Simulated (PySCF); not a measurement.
Magnetisability: SMILES C=C1C=C(F)C(F)=C1C=O, C7H4F2O

Geometry (Å), atoms numbered from 1 in this order:
```xyz
14

C    -1.184   -1.655    0.149
C    -0.177   -0.782    0.037
C     1.240   -1.097   -0.078
C     1.913    0.069   -0.171
F     3.228    0.234   -0.291
C     0.975    1.169   -0.121
F     1.333    2.444   -0.190
C    -0.295    0.684    0.005
C    -1.513    1.467    0.090
O    -2.631    1.025    0.202
H    -1.006   -2.717    0.164
H    -2.202   -1.311    0.225
H     1.650   -2.088   -0.086
H    -1.330    2.557    0.041
```

Theory: GIAO LDA/ANO-RCC-VDZP magnetisability, rotational g tensor and spin-rotation constants, non-relativistic, gas phase (PySCF 2.14.0). Geometry: GFN2-xTB.

Question: How diamagnetic is it, and how anisotropic?

Answer: Isotropic -956 × 10⁻³⁰ J/T², or -57.6 × 10⁻⁶ cm³/mol; principal values -1373, -782, -712 × 10⁻³⁰ J/T², anisotropy 629 × 10⁻³⁰ J/T² (root of half the summed squared differences of the principal values). The susceptibility is in cgs units.

Question: Split it along the inertial axes a, b, c into diamagnetic and paramagnetic parts about the centre of mass, with the quadrupole moment.

Answer: 
```
axis  χ (10⁻⁶ cm³/mol)  diamagnetic (10⁻⁶ cm³/mol)  paramagnetic (10⁻⁶ cm³/mol)  summed x² of all electrons (Å²)  quadrupole Θ (D Å)
   a             -43.3                      -615.1                        571.8                            244.0              -15.01
   b             -46.7                     -1084.4                       1037.7                            133.4              +13.23
   c             -82.7                     -1601.0                       1518.3                             11.6               +1.78
```
Anisotropies 2χaa − χbb − χcc = +42.8 and 2χbb − χaa − χcc = +32.7 × 10⁻⁶ cm³/mol. Θ is traceless in Buckingham's convention.

Question: And the rotational g tensor?

Answer: 
```tsv
axis	rotational constant (GHz)	g	nuclear part	electronic part
a	2.2251	-0.0507	0.5471	-0.5978
b	1.1082	-0.0321	0.5081	-0.5402
c	0.7397	-0.0066	0.5211	-0.5276
```
Asymmetric top; isotopes 12C, 19F, 1H, 16O; no vibrational averaging.
